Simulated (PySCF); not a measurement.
```xyz
6
charge 0 multiplicity 1, angstrom
As    0.0000    0.0000    0.0000
F     0.0000    0.0021    1.6926
F     1.7120    0.0000    0.0000
F     0.0000    1.4648   -0.8481
F    -1.7120    0.0000    0.0000
F     0.0000   -1.4669   -0.8445
```

All numbers come from PBE0 in PySCF with As def2-SVP, F def2-SVP; no relativity; density-fitted integrals.

This geometry of AsF5 is a stationary point at this level.

Task: What is the point group?

Result: D3h.

Task: Is it a minimum?

Result: Yes: all harmonic wavenumbers are real.

Task: Which band is strongest in the infrared?

Result: 811 cm⁻¹ (e'), 231 km/mol.

Task: What are the dipole moment and the gap between the highest occupied and lowest empty levels?

Result: 0.00 D and 9.65 eV.

Task: Give the atomic charges and bond orders.

Result: 
```
  atom  Mulliken  Löwdin  polar tensor  Mayer order to As1
   As1      1.56    0.91          2.74                   –
F2,4,6     -0.31   -0.17         -0.55                0.99
  F3,5     -0.32   -0.20         -0.55                0.96
```
